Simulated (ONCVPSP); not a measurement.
## nitrogen (N): variants of one ONCV potential

Base potential:

nitrogen, optimised norm-conserving Vanderbilt (ONCV), made with ONCVPSP 4.0.1 (revPBE, scalar-relativistic). Core [He], reference 2s2 (charge +3). Waves: 2s: rc 1.05 bohr, ncon 4, nbas 7, qcut 7 1/bohr, 2 projectors, debl 3.8 Ha; p scattering state at 0.06 Ha: rc 0.95 bohr, ncon 4, nbas 8, qcut 9.7 1/bohr, 1 projector; d scattering state at 0.44 Ha: rc 0.85 bohr, ncon 4, nbas 8, qcut 9.9 1/bohr, 2 projectors, debl 3.1 Ha. Local part: polynomial inside 0.80 bohr (lpopt 4, dvloc0 0 Ha). Core correction: Teter function, fcfact 2.25, rcfact 1.7.

In the p channel the program set the typed energies aside and used 0.050 Ha.

Cutoffs, loose and tight: the cutoffs (Ha) at which the residual kinetic energy of the hardest occupied pseudo-wave falls to 1 and 0.1 mHa per electron. They do not see the model core or the augmentation charge, which bear on the density cutoff. Test errors are all-electron minus pseudo excitation energies from the reference, over the configurations 2s2 2p3; 2s2 2p2; 2s2 2p1; 2s2 2p2.5. A dash means not determined; rows that change the core or the reference have their own tests.

A true bound ghost makes a file unfit for plane-wave use even where its test errors are small: the radial tests pick states by their node count and pass the ghost by.

| change | outcome | cutoff, loose | cutoff, tight | bound ghosts | GHOST(+) flags above zero | largest test error (meV) |
| --- | --- | --- | --- | --- | --- | --- |
| base | generated, projector energies reset by the program | 39 Ha | 100 Ha | none | none | -389 |
| functional PBEsol; s: rc 0.85, qcut 8.6 | generated, projector energies reset by the program | 33 Ha | 60 Ha | none | none | -473 |
| local potential polynomial inside 0.55 bohr (lpopt 5, dvloc0 6 Ha) | generated, projector energies reset by the program | 39 Ha | 100 Ha | d | s | -243 |

**Question.** What comes out with this change to the base: local potential polynomial inside 0.80 bohr (lpopt 4, dvloc0 3.5 Ha)?

**Answer.** outcome: generated, projector energies reset by the program; cutoff, loose: 39 Ha; cutoff, tight: 100 Ha; bound ghosts: none; GHOST(+) flags above zero: none; largest test error (meV): -569.

**Question.** What comes out with this change to the base: p: qcut 7.1?

**Answer.** outcome: generated, projector energies reset by the program; cutoff, loose: 39 Ha; cutoff, tight: 100 Ha; bound ghosts: none; GHOST(+) flags above zero: none; largest test error (meV): -669.

**Question.** What comes out with this change to the base: s: qcut 4.9; p: qcut 6.8; d: qcut 7?

**Answer.** outcome: generated, projector energies reset by the program; cutoff, loose: 95 Ha; cutoff, tight: 115 Ha; bound ghosts: none; GHOST(+) flags above zero: none; largest test error (meV): -604.
